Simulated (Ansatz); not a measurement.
Job for Ansatz (an electronic-structure program): U-CCSD(T)/6-31G on hydrogen selenide (SMILES [SeH2]), a point of a bond scan (R = 3.382 Å). The run froze 14 orbitals, filled d shells among them.

Ansatz 0.2 input:
```yaml
crystal:
  periodic: [false, false, false]
  atoms:
    - {symbol: Se, position_ang: [0.00006887, 0.05705775, 0.00248776]}
    - {symbol: H, position_ang: [-2.42086120, -2.30262520, -0.09108516]}
    - {symbol: H, position_ang: [1.05016787, -0.97107215, -0.04638768]}
basis:
  gaussian:
    orbitals: 6-31G
correlation: {method: ccsd_t, electrons: outside_noble_gas}
scf: {omitted_lower_state_checks: [cluster_reference]}
magnetization: {spin_polarized: true, initial_magnetization: 0}
```

Program output:

```
WARN ansatz: RAYON_NUM_THREADS=1 ignored (pool sized by the plan → 1); use --threads N
Functional definition: HF
these checks for a lower state are left out or cut short: cluster_reference
integrals: 0.01 GiB planned
318 factors; integrals over basis functions are off by at most 7.2e-4 eV
mean field: 0.08 GiB planned
mean field evaluation 1: about -65314.9237 eV, gradient 1.2e1 eV
mean field evaluation 2: about -65314.9367 eV, gradient 1.2e1 eV
mean field evaluation 4: about -65318.2952 eV, gradient 5.4e0 eV
mean field evaluation 8: about -65318.5851 eV, gradient 3.5e-1 eV
mean field evaluation 16: about -65319.2368 eV, gradient 4.1e0 eV
mean field evaluation 32: about -65322.0537 eV, gradient 1.5e0 eV
mean field evaluation 64: about -65322.0402 eV, gradient 1.9e-1 eV
mean field evaluation 96: about -65317.5229 eV, gradient 1.5e1 eV
mean field evaluation 128: about -65322.0922 eV, gradient 2.5e-1 eV
mean field evaluation 160: about -65318.5866 eV, gradient 2.2e-2 eV
mean field -65322.08979705 eV, -2400.5425231388 hartree, gradient 5.3e-6 eV, S^2 0.989112; 13 other end points of the search recorded, 0 dependent functions left out
14 core orbitals not correlated
reference -65322.08979705 eV, -2400.5425231388 hartree; 4, 4 occupied and 15, 15 virtual orbitals, 318 factors
second order -1.05547535 eV of doubles, -0.00000000 eV of singles
coupled cluster: 0.05 GiB planned
cycle   1  -1.26727290 eV  change   -2.1e-1 eV  update   3.7e-2
cycle   2  -1.36052346 eV  change   -9.3e-2 eV  update   1.5e-2
cycle   3  -1.36408856 eV  change   -3.6e-3 eV  update   4.1e-3
cycle   4  -1.36558095 eV  change   -1.5e-3 eV  update   2.4e-3
cycle   5  -1.36575842 eV  change   -1.8e-4 eV  update   2.0e-3
cycle   6  -1.36608219 eV  change   -3.2e-4 eV  update   1.9e-3
cycle   7  -1.36780452 eV  change   -1.7e-3 eV  update   1.8e-3
cycle   8  -1.37178276 eV  change   -4.0e-3 eV  update   1.6e-3
cycle   9  -1.37457879 eV  change   -2.8e-3 eV  update   8.8e-4
cycle  10  -1.37528892 eV  change   -7.1e-4 eV  update   4.2e-4
cycle  11  -1.37560109 eV  change   -3.1e-4 eV  update   2.4e-4
cycle  12  -1.37562260 eV  change   -2.2e-5 eV  update   1.5e-4
cycle  13  -1.37564704 eV  change   -2.4e-5 eV  update   7.5e-5
cycle  14  -1.37568589 eV  change   -3.9e-5 eV  update   2.7e-5
cycle  15  -1.37569821 eV  change   -1.2e-5 eV  update   7.3e-6
cycle  16  -1.37569859 eV  change   -3.7e-7 eV  update   2.9e-6
coupled cluster: 0.05 GiB planned
perturbative correction -0.01922347 eV, -0.0007064494 hartree
Total energy: -65323.48471910 eV, -2400.5937855788 hartree
Checks for a lower state left out: cluster_reference
```

The calculation finished and met its thresholds. Its determinant has ⟨S²⟩ = 0.99, a mixture of spin states.

Cost: roughly 2.1 core-seconds.
